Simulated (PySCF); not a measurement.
**I³⁺ (iodine, charge +3): B97-3 calculation**

Configuration: [Kr] 4d10 5s2 5p2, high-spin 3P determinant. All numbers are calculated (PySCF 2.14, scalar relativity through the core potential, in aug-cc-pVTZ-PP with one added diffuse shell each of d, f type with ECP28MDF (6s5p5d3f, 67 functions)).

```json
{
  "Total energy": "-293.5664 hartree",
  "One-electron energy": "-485.5470 hartree",
  "Hartree (Coulomb) energy": "213.1513 hartree",
  "Exchange-correlation energy": "-21.1707 hartree",
  "⟨S²⟩": "2.0021",
  "⟨L²⟩": "2.006",
  "Sum of ⟨r⟩": "23.62 bohr",
  "Sum of ⟨r²⟩": "33.07 bohr²",
  "Traceless quadrupole moment −½Σ⟨3z² − r²⟩ along its main axis": "1.95 e·bohr²"
}
```

| shell | electrons | mean orbital energy (hartree) | spread (hartree) | rms radius, mean of both spins (bohr) |
| --- | --- | --- | --- | --- |
| 4s α | 1 | -8.13013 | 0 | 0.795 |
| 4s β | 1 | -8.11936 | 0 | 0.795 |
| 4p α | 3 | -6.10718 | 0.02124 | 0.853 |
| 4p β | 3 | -6.09632 | 0.03187 | 0.853 |
| 4d α | 5 | -3.15407 | 0.02445 | 0.994 |
| 4d β | 5 | -3.14163 | 0.03402 | 0.994 |
| 5s α | 1 | -1.80641 | 0 | 1.95 |
| 5s β | 1 | -1.71060 | 0 | 1.95 |
| 5p α | 2 | -1.33575 | 0 | 2.23 |

Energies and moments cover only the electrons outside the core potential.
